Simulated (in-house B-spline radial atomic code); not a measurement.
## B3LYP (VWN-RPA) excitations of C²⁺

Method: B3LYP (VWN-RPA). Computed with a B-spline radial code for spherical atoms: linear response of the closed shell [He] 2s2 with the functional's adiabatic kernel; scalar-relativistic (spin-free one-electron X2C), finite nucleus, no spin-orbit coupling, no double excitations, S, P, D and F terms only.

Command:
```bash
python run_td.py task.json out
```
Settings (radii: box in bohr, nucleus in fm):
```
Z                        6
electrons                4
configuration            [He] 2s2
hamiltonian              x2c
method                   b3lyp
box_radius               29.48
rms_radius               2.4702
intervals                75
```

Run time, properties included: 0.4 s on 1 thread of Arm Neoverse N1 (shared host).

The lowest states, in the order of their Tamm-Dancoff energies; the method's threshold (minus the highest occupied level) is 41.79 eV. Labels give the largest channel, * marks a mixed state, and oscillator strengths are full-response dipole values. Semilocal kernels can invert the small singlet-triplet splittings of Rydberg terms. Energies in eV:

| state | full response | Tamm-Dancoff | oscillator strength |
| --- | --- | --- | --- |
| 2s → 2p 3P | 4.634 | 5.525 | - |
| 2s → 2p 1P | 11.716 | 12.383 | 0.729 |
| 2s → 3s 3S | 27.972 | 27.982 | - |
| 2s → 3s 1S | 29.071 | 29.098 | - |
| 2s → 3p 3P | 30.12 | 30.14 | - |
| 2s → 3p 1P | 30.43 | 30.44 | 0.216 |
| 2s → 3d 3D | ? | ? | - |
| 2s → 3d 1D | ? | ? | - |
| 2s → 4s 3S | 35.46 | 35.46 | - |
| 2s → 4s 1S | 35.77 | 35.78 | - |

Where does 2s → 3d 3D lie?

At 31.43 eV in full response, 31.45 eV in Tamm-Dancoff.

Where does 2s → 3d 1D lie?

At 31.95 eV in full response, 31.95 eV in Tamm-Dancoff.

How large is the singlet-triplet splitting of 2s → 2p (P terms) in Tamm-Dancoff?

6.86 eV, from the unrounded values.

What polarisabilities and dispersion coefficient does the method give?

Dipole 4.309 bohr³, quadrupole 5.376 bohr⁵, C6 6.635 hartree·bohr⁶ for two such species.
